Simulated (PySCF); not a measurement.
## ¹⁹F chemical shifts

PySCF 2.14 calculation with NMR shieldings at PBE0/pcSseg-1/GIAO and coordinates at the GFN2-xTB level; fast rotation and ring inversion assumed for equivalent nuclei, non-relativistic Hamiltonian, a single conformation, isolated molecule.

Shieldings were converted by a linear fit to measured shifts: ¹⁹F: δ = 146.13 − 0.903σ +14.6 on sp3 carbon (rms 6.0 ppm, 223 shifts, 7.0 ppm with the 5 outliers that the fit left out vs CFCl3, solution or neat liquid). Occasional misses reach two or three times the rms, and more in compound classes unlike the fitted ones.

Question: Give the ¹⁹F shifts of `F[C@@H]1CCC[C@@](F)([SiH3])C1`, `CC/C(=C/[SiH2]CF)CF`, `C#C[Si@@H]1C[C@@H](C2CC2)[C@@H]1F`, `C#CCC(=C)/C=C(/F)CF`.

Answer: 
```csv
compound,environment,δ (ppm)
[F:1][C@@H:2]1[CH2:3][CH2:4][CH2:5][C@@:6]([F:7])([SiH3:8])[CH2:9]1,F7: fluorine on an sp3 carbon,-158.8
[F:1][C@@H:2]1[CH2:3][CH2:4][CH2:5][C@@:6]([F:7])([SiH3:8])[CH2:9]1,F1: fluorine on an sp3 carbon,-176.3
[CH3:1][CH2:2]/[C:3](=[CH:4]/[SiH2:5][CH2:6][F:7])[CH2:8][F:9],F9: fluorine on an sp3 carbon,-225.6
[CH3:1][CH2:2]/[C:3](=[CH:4]/[SiH2:5][CH2:6][F:7])[CH2:8][F:9],F7: fluorine on an sp3 carbon,-267.0
C#C[Si@@H]1C[C@@H](C2CC2)[C@@H]1F,fluorine on an sp3 carbon,-200.7
[CH:1]#[C:2][CH2:3][C:4](=[CH2:5])/[CH:6]=[C:7](/[F:8])[CH2:9][F:10],F8: vinylic fluorine,-88.4
[CH:1]#[C:2][CH2:3][C:4](=[CH2:5])/[CH:6]=[C:7](/[F:8])[CH2:9][F:10],F10: fluorine on an sp3 carbon,-207.0
```

Question: Match the shifts -166.3, -207.3, -229.4 ppm to `C#C[Si@@H]1C[C@@H](C2CC2)[C@H]1F`, `CC#C[Si@@H](CCl)[C@H](F)Cl`, `C#C[Si@@H]1C[C@H](C2CC2)[C@@H]1F`.

Answer: -166.3: CC#C[Si@@H](CCl)[C@H](F)Cl (fluorine on an sp3 carbon); -207.3: C#C[Si@@H]1C[C@@H](C2CC2)[C@H]1F (fluorine on an sp3 carbon); -229.4: C#C[Si@@H]1C[C@H](C2CC2)[C@@H]1F (fluorine on an sp3 carbon).
